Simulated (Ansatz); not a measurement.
A run for Ansatz (a first-principles code): R-B3LYP/def2-TZVPP on C3H4 (SMILES C1=CC1).

Ansatz 0.2 input:
```yaml
crystal:
  periodic: [false, false, false]
  atoms:
    - {symbol: C, position_ang: [-0.47697229, 0.65745283, 0.06192413]}
    - {symbol: C, position_ang: [-0.52153839, -0.62454203, -0.03906843]}
    - {symbol: C, position_ang: [0.86021483, -0.02835258, -0.01969013]}
    - {symbol: H, position_ang: [-0.98617165, 1.60024954, 0.14718129]}
    - {symbol: H, position_ang: [-1.09504626, -1.53165283, -0.09954266]}
    - {symbol: H, position_ang: [1.47391189, -0.12018291, 0.87518680]}
    - {symbol: H, position_ang: [1.43708108, 0.02423691, -0.94181881]}
basis:
  gaussian:
    orbitals: def2-TZVPP
hamiltonian:
  xc: {name: B3LYP}
accuracy: high
relax: {f_tol: 0.0005, max_steps: 60}
scf: {lower_state_search: off}
output: {forces: true}
```

Output:

```
WARN ansatz: RAYON_NUM_THREADS=6 ignored (pool sized by the plan → 6); use --threads N
Functional definition: B3LYP
these checks for a lower state are left out or cut short: stability, starts, cluster_reference, orbital_swaps, neighbouring_geometries, increment
integrals: 0.36 GiB planned
2735 factors; integrals over basis functions are off by at most 2.0e-9 eV
mean field: 0.87 GiB planned
mean field evaluation 1: about -3167.3585 eV, gradient 5.5e1 eV
mean field evaluation 2: about -3162.3658 eV, gradient 7.0e1 eV
mean field evaluation 4: about -3174.7146 eV, gradient 1.4e0 eV
mean field evaluation 8: about -3174.7214 eV, gradient 4.8e-3 eV
mean field evaluation 16: about -3174.7214 eV, gradient 2.2e-7 eV
mean field -3174.72135209 eV, -116.6688577858 hartree, gradient 1.3e-8 eV, S^2 0.000000; 0 other end points of the search recorded, 0 dependent functions left out
the calculation of the forces begins
reference -3174.72138891 eV, -116.6688591389 hartree; 11, 11 occupied and 138, 138 virtual orbitals, 2735 factors
relax step   1: F+E_penalty+E_count = -3174.72135209 eV  Δ(F+E_penalty+E_count) = +0.000e0 eV  max|allowed force component| = 3.753e-2 eV/Å  Δτ_max = 0.0000 Å  (16 SCF iters, accepted)
these checks for a lower state are left out or cut short: stability, starts, cluster_reference, orbital_swaps, neighbouring_geometries, increment
integrals: 0.36 GiB planned
2735 factors; integrals over basis functions are off by at most 2.0e-9 eV
mean field: 0.87 GiB planned
mean field -3174.72137881 eV, -116.6688587679 hartree, gradient 2.6e-8 eV, S^2 0.000000; 0 other end points of the search recorded, 0 dependent functions left out
the calculation of the forces begins
reference -3174.72141562 eV, -116.6688601207 hartree; 11, 11 occupied and 138, 138 virtual orbitals, 2735 factors
relax step   2: F+E_penalty+E_count = -3174.72137881 eV  Δ(F+E_penalty+E_count) = -2.672e-5 eV  max|allowed force component| = 1.565e-2 eV/Å  Δτ_max = 0.0006 Å  (15 SCF iters, accepted)
these checks for a lower state are left out or cut short: stability, starts, cluster_reference, orbital_swaps, neighbouring_geometries, increment
integrals: 0.36 GiB planned
2735 factors; integrals over basis functions are off by at most 2.0e-9 eV
mean field: 0.87 GiB planned
mean field evaluation 32: about -3174.7214 eV, gradient 7.1e-9 eV
mean field -3174.72138186 eV, -116.6688588800 hartree, gradient 6.7e-9 eV, S^2 0.000000; 0 other end points of the search recorded, 0 dependent functions left out
the calculation of the forces begins
reference -3174.72141867 eV, -116.6688602327 hartree; 11, 11 occupied and 138, 138 virtual orbitals, 2735 factors
relax step   3: F+E_penalty+E_count = -3174.72138186 eV  Δ(F+E_penalty+E_count) = -3.051e-6 eV  max|allowed force component| = 2.437e-3 eV/Å  Δτ_max = 0.0002 Å  (15 SCF iters, accepted)
these checks for a lower state are left out or cut short: stability, starts, cluster_reference, orbital_swaps, neighbouring_geometries, increment
integrals: 0.36 GiB planned
2735 factors; integrals over basis functions are off by at most 2.0e-9 eV
mean field: 0.87 GiB planned
mean field -3174.72138193 eV, -116.6688588826 hartree, gradient 2.0e-8 eV, S^2 0.000000; 0 other end points of the search recorded, 0 dependent functions left out
the calculation of the forces begins
reference -3174.72141874 eV, -116.6688602353 hartree; 11, 11 occupied and 138, 138 virtual orbitals, 2735 factors
relax step   4: F+E_penalty+E_count = -3174.72138193 eV  Δ(F+E_penalty+E_count) = -7.223e-8 eV  max|allowed force component| = 7.944e-4 eV/Å  Δτ_max = 0.0000 Å  (14 SCF iters, accepted)
these checks for a lower state are left out or cut short: stability, starts, cluster_reference, orbital_swaps, neighbouring_geometries, increment
integrals: 0.36 GiB planned
2735 factors; integrals over basis functions are off by at most 2.0e-9 eV
mean field: 0.87 GiB planned
mean field -3174.72138195 eV, -116.6688588832 hartree, gradient 1.4e-8 eV, S^2 0.000000; 0 other end points of the search recorded, 0 dependent functions left out
the calculation of the forces begins
reference -3174.72141876 eV, -116.6688602359 hartree; 11, 11 occupied and 138, 138 virtual orbitals, 2735 factors
relax step   5: F+E_penalty+E_count = -3174.72138195 eV  Δ(F+E_penalty+E_count) = -1.650e-8 eV  max|allowed force component| = 5.649e-5 eV/Å  Δτ_max = 0.0000 Å  (13 SCF iters, accepted)
Total energy: -3174.72141876 eV, -116.6688602359 hartree
Atom 0 at    -0.477176     0.657555     0.061936 Å, force     0.000005     0.000056     0.000004 eV/Å
Atom 1 at    -0.521749    -0.624631    -0.039071 Å, force     0.000002    -0.000056    -0.000005 eV/Å
Atom 2 at     0.860492    -0.028362    -0.019696 Å, force     0.000014    -0.000000    -0.000000 eV/Å
Atom 3 at    -0.986305     1.599989     0.147163 Å, force     0.000022    -0.000018    -0.000002 eV/Å
Atom 4 at    -1.095162    -1.531384    -0.099519 Å, force     0.000023     0.000017     0.000001 eV/Å
Atom 5 at     1.474089    -0.120126     0.874386 Å, force    -0.000033     0.000001    -0.000001 eV/Å
Atom 6 at     1.437290     0.024167    -0.941026 Å, force    -0.000033     0.000001     0.000002 eV/Å
Dipole moment:    -0.100283     0.003305     0.002295 e Å
Checks for a lower state left out: stability, starts, cluster_reference, orbital_swaps, neighbouring_geometries, increment
```

Self-consistency was reached.

Cost: about 60 core-seconds (a rough figure).
